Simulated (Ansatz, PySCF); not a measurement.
Cl3La, charge +1, doublet, at a GFN2-xTB geometry (such geometries of metal compounds can be far from the true shape) (the multiplicity is a formal guess) (core potentials on La). Base run: PBE/def2-SVP run with PySCF.

The PySCF input:
```python
from pyscf import gto, scf, dft

mol = gto.M(
    atom='''
La    0.10762410   -0.30028343   -0.77085064
Cl   -1.96582434   -0.74394322    0.61833748
Cl    0.20323583    2.01903605    0.45396833
Cl    1.40173124   -0.26826016    1.51231102
''',
    basis='def2-svp',
    ecp={'La': 'def2-svp'},
    charge=1,
    spin=1,
    verbose=4,
)

mf = dft.UKS(mol)
mf.xc = 'pbe'
mf.kernel()
```

The same geometry, method and basis name were run in Ansatz (a quantum-chemistry and plane-wave program) and PySCF, at each program's defaults and at the settings that a row names. The base is PySCF at its defaults. Differences at the defaults can come from grids, fitting, cores and function types together.

```json
[
 {"code and settings": "PySCF, defaults (exact integrals, its default grid, spherical functions)", "ΔE vs base (mEh)": "0.000", "basis functions": "86", "E (Eh)": "-1411.10400", "SCF cycles": "13"},
 {"code and settings": "Ansatz, defaults (factorised integrals, its default grid, spherical functions)", "ΔE vs base (mEh)": "0.006", "basis functions": "86", "E (Eh)": "-1411.10399", "SCF cycles": "-"},
 {"code and settings": "PySCF, density fitting with def2-universal-jkfit", "ΔE vs base (mEh)": "-0.038", "basis functions": "86", "E (Eh)": "-1411.10404", "SCF cycles": "13"},
 {"code and settings": "PySCF, fine grid", "ΔE vs base (mEh)": "0.008", "basis functions": "86", "E (Eh)": "-1411.10399", "SCF cycles": "13"},
 {"code and settings": "Ansatz, high accuracy", "ΔE vs base (mEh)": "0.008", "basis functions": "86", "E (Eh)": "-1411.10399", "SCF cycles": "-"}
]
```

Open shells are given as the SCF converged; they aren't shown to be the lowest states, and a large step between rows can be another state.
